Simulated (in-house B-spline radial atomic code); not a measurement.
The numbers below are computed, except where a source is named.
**Two electrons in InAs: a spherical dot of radius 26.2 nm with hard walls with an ionised donor at its centre**

For InAs the NSM archive of the Ioffe Institute lists m* = 0.023 m0 and ε = 15.15. Real donors also feel a central-cell potential, which shifts the ground state. In so narrow a gap the band flattens within tens of meV, so real spacings are smaller, by up to some tenths.

Effective-mass model with parabolic bands, a uniform dielectric constant, no image charges, no central-cell or spin-orbit terms. Two-electron levels come from full CI in B-splines with partial waves to l = 5 (up to 0.001 effective hartree above the limit).

(1) What are the effective units, and what is the potential in them?

In these units the lowest s and p orbitals lie at 5.3465 and 15.3255, and their Coulomb and exchange integrals are J_ss = 2.4898, J_sp = 2.2001 and K_sp = 0.4704. Full CI gives 13.1149 for the ground singlet, 22.3870 for the sp triplet, 23.2737 for the sp singlet and 37.9742 for the lowest triplet of two s orbitals.

(2) What does it cost to add the second electron, to first order and exactly?

(3) How far above the singlet do the triplets lie?

Results:

(1) Ha* = 27211.386 meV × 0.023/15.15² = 2.727 meV and a* = 0.0529177 nm × 15.15/0.023 = 34.86 nm. The radius is R = 0.753 a*, with −1/r added.

(2) To first order E = 2ε_s + J_ss = 13.1828, so the charging energy E(2) − 2E(1) is J_ss = 6.789 meV. CI gives 13.1149 − 2 × (5.3465) = 2.4220, or 6.604 meV: relaxation and correlation lower it by 0.1849 meV, 2.7 % of J_ss. The s² configuration of one-electron orbitals holds 99.8 % of the state, and the mean radius is 12.7 nm.

(3) To first order the sp triplet lies at ε_s + ε_p + J_sp − K_sp = 22.4016, which is 25.14 meV above 2ε_s + J_ss. CI gives 22.3870 − (13.1149) = 9.2721, or 25.28 meV, 93 % of the orbital spacing of 27.21 meV. The ss triplet lies 67.79 meV up, so the lower of the two is the sp one, and its gap equals k_BT at 293 K. The sp singlet-triplet splitting is 2.418 meV, against 2K_sp = 2.565 meV.
